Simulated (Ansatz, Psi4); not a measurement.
# Worked example: vertical ionisation energy of BF3 (boron trifluoride)

The species is BF3 (4 atoms), meant as a singlet with charge 0. As SMILES, `FB(F)F`. The shape is that of a PBE0-D4/def2-TZVP optimisation.

```xyz
4

F     0.5439    0.2107    1.1743
B     0.0000    0.0000    0.0000
F    -0.2652   -1.2235   -0.3896
F    -0.2787    1.0128   -0.7847
```

Both states at this one shape; open shells run unrestricted unless said. 1 Eh = 27.2114 eV.

```
                                     level  program  singlet BF3 (Eh)  doublet [BF3]+ (Eh)  HOMO of the first (eV)
                           PBE/aug-cc-pVDZ     Psi4       -324.269267          -323.736859                  -10.07
B2PLYP/aug-cc-pVDZ, 4 core orbitals frozen   Ansatz       -324.371982          -323.802127                  -14.49
```

Question: Work out the vertical ionisation energy at each level.

Answer: 
1. PBE/aug-cc-pVDZ: -323.736859 − (-324.269267) = 0.532408 Eh = 14.49 eV; −ε(HOMO) = 10.07 eV.
2. B2PLYP/aug-cc-pVDZ: -323.802127 − (-324.371982) = 0.569855 Eh = 15.51 eV; −ε(HOMO) = 14.49 eV.

No measured value is set beside it here; the levels span 14.49 to 15.51 eV. In semi-local functionals −ε(HOMO) lies far under the ionisation energy, a result of self-interaction, while the difference of totals does much better.
